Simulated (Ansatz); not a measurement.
`[SiH3][SiH2]OBCl` + `C[S][GeH3]` → `[SiH3][SiH2][S][GeH3]` + `COBCl`  (redistribution)

Computed with Ansatz on PBE0-D4/def2-TZVP structures; ΔE is electronic, products minus reactants. CCSD(T)/CBS adds triple-zeta CCSD(T) − MP2 to the extrapolated MP2 energy (def2 sets, frozen cores). DFT in def2-TZVPP. B3LYP here is the variant with VWN-RPA as its local correlation; programs differ in this. For Ge outer-core shells are correlated without core-valence functions, which leaves a few kJ/mol of doubt a bond. Scalar relativity is left out up to krypton. Each species was taken in one conformer, which may not be the lowest.

```tsv
level	ΔE (kJ/mol)	difference from CCSD(T)/CBS
PBE-D4	40.8	-12.2
r2SCAN-D4	50.1	-2.9
PBE0-D4	43.4	-9.6
B3LYP-D4	51.5	-1.5
ωB97X-V	51.1	-1.9
B2PLYP	55.4	2.4
PBE0	45.6	-7.4
MP2/def2-TZVPP	54.1	1.1
HF/def2-QZVPP	63.2	10.2
SCS-MP2/def2-QZVPP	56.9	3.9
CCSD(T)/CBS	53.0	0
```

Largest T1 diagnostic among the species: 0.013.

In def2-TZVPP, CCSD(T) changes the Hartree–Fock value by −9.5 kJ/mol (the triples alone add −2.3 kJ/mol) and MP2 by −7.8 kJ/mol. The D4 term adds −3.7 kJ/mol with B3LYP and −2.1 kJ/mol with PBE0; it sums over pairs of atoms, weighted by their polarisabilities, and B3LYP, whose exchange is more repulsive, gets the larger term.
